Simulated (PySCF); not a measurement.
## Radial density of La⁴¹⁺ (lanthanum, charge +41)

PBEsol, [Ne] 3s2 3p4, high-spin 3P determinant. Computed with PySCF 2.14 in an even-tempered Gaussian basis (18 s from 7.3 bohr⁻², ratio 2.5; 12 p from 9.5 bohr⁻², ratio 2.5; 4 d from 42 bohr⁻², ratio 2.7; 4 f from 63 bohr⁻², ratio 2.7), with the spin-free X2C one-electron Hamiltonian (Gaussian nucleus).

```csv
r (bohr),4πr²ρ (e/bohr),4πr²(ρα − ρβ)
0.0212,72.70,0.8693
0.0356,63.60,2.5667
0.0599,84.75,3.6080
0.101,71.48,0.3036
0.170,29.73,5.2146
0.285,25.77,8.2482
0.480,1.781,0.5849
0.807,0.003430,0.0009
```

Densities and radii are taken from the X2C orbitals without a picture-change correction, which distorts them close to the nucleus.

Spin-orbit coupling is strong in this species (close to jj coupling), so the high-spin LS determinant is a model state, not a physical level.
